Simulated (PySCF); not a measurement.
**UHF on Fe (iron, neutral)**

Configuration: [Ar] 3d5 4s2 5s1, high-spin 7S determinant (an excited configuration). Calculation: PySCF 2.14, in aug-cc-pwCVTZ-DK (10s9p7d4f3g, 127 functions); scalar relativity by spin-free X2C-1e.

```
Total energy                        : -1271.127926 hartree
One-electron energy                 : -1745.6870 hartree
Hartree (Coulomb) energy            : 529.2878 hartree
Exchange energy                     : -54.7288 hartree
⟨S²⟩                                : 12.0070
⟨L²⟩                                : 0.000
Sum of ⟨r⟩                          : 27.24 bohr
Sum of ⟨r²⟩                         : 103.3 bohr²
Langevin diamagnetic susceptibility : -81.8 ×10⁻⁶ cm³/mol
```

```
shell  electrons  mean orbital energy (eV)  rms radius, mean of both spins (bohr)
 1s α          1                   -7186.4                                 0.0675
 1s β          1                   -7186.4                                 0.0675
 2s α          1                   -897.14                                  0.288
 2s β          1                   -892.73                                  0.288
 2p α          3                   -762.73                                  0.260
 2p β          3                   -758.42                                  0.260
 3s α          1                   -133.38                                  0.863
 3s β          1                   -120.77                                  0.863
 3p α          3                   -93.515                                  0.923
 3p β          3                   -78.358                                  0.923
 3d α          5                   -30.408                                   1.10
 4s α          1                   -13.387                                   2.88
 4s β          1                   -11.880                                   2.88
 5s α          1                    -2.534                                   8.57
```

The outer electron is Rydberg-like, and this basis confines it to a smaller radius and binds it less than a complete one would.

Densities and radii are taken from the X2C orbitals without a picture-change correction, which distorts them close to the nucleus.

Spin-orbit constants ζ (cm⁻¹) from the X2C one-electron operator on these orbitals: bare nucleus, nucleus screened by l(l+1)(2l+1)/3 electrons, and screened by the Breit-Pauli mean field of the electrons.

```
shell   bare  screened nucleus  mean field
   2p  70610             65180         n/a
   3p   8808              8131         n/a
   3d  840.8             517.4         n/a
```
